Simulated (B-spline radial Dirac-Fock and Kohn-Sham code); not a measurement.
**Dipole and non-dipole photoemission parameters of Pt⁵⁺ 4p1/2**

System: the Pt⁵⁺ ion, 1s2 2s2 2p6 3s2 3p6 3d10 4s2 4p6 4d10 4f14 5s2 5p6 5d5; threshold 677.4 eV (orbital energy of the model). Level of theory: Dirac-Hartree-Slater photoionisation with a Latter tail; cross sections with all multipoles, angular parameters from the dipole term and its interference with E2; a radial finite-basis atomic code.

The run's input, task.json:

```json
{"items": [{
  "Z": 78,
  "q": 5,
  "cfg": [[1, 0, 2], [2, 0, 2], [2, 1, 6], [3, 0, 2], [3, 1, 6], [3, 2, 10], [4, 0, 2], [4, 1, 6], [4, 2, 10], [4, 3, 14], [5, 0, 2], [5, 1, 6], [5, 2, 5]],
  "A": 195,
  "rrms": 5.427,
  "do": "xps",
  "hv": [52.2, 54.1, 60, 67.4, 80, 104.0, 142.0, 165.0, 244.0, 300, 436.0, 566.0, 570.0, 594.0, 799.0, 1000, 1253.6, 1340.0, 1486.9, 2770.0, 3900.0, 4540.0, 5290.0, 6230.0, 8740.0, 9251.7, 9850.0, 12400.0, 13600.0, 15000]
}]}
```

Launch: `python xray2_run.py task.json out`

For linearly polarised light dσ/dΩ = σ/(4π) [1 + β P₂(cos θ) + (δ + γ cos²θ) sin θ cos φ], with θ from the polarisation vector and φ the angle between the beam and the projection of the electron momentum on the plane normal to the polarisation.

```
hν (eV)  σ (kb)      β       γ       δ
    799    43.7  0.311  -0.059   0.131
   1000    40.1  0.947   0.365   0.076
 1253.6    34.3  1.280   0.496   0.037
   1340       ?      ?       ?       ?
 1486.9    29.2  1.433   0.464   0.019
   2770    13.2  1.665   0.088  -0.003
   3900    7.59  1.689  -0.012  -0.005
   4540    5.82  1.687  -0.004  -0.006
   5290    4.39  1.678   0.039  -0.005
   6230    3.21  1.663   0.124  -0.004
   8740    1.61  1.614   0.411   0.001
 9251.7    1.42  1.604   0.473   0.002
   9850    1.24  1.592   0.546   0.004
  12400   0.744  1.544   0.846   0.014
  13600   0.602  1.523   0.979   0.020
  15000   0.478  1.499   1.126   0.027
```

Question: Give the values at 1340 eV.

Answer: σ = 32.3 kb, β = 1.348, γ = 0.494, δ = 0.029.

Values without a named source are computed, but for edge energies of neutral atoms, which are taken from tables.
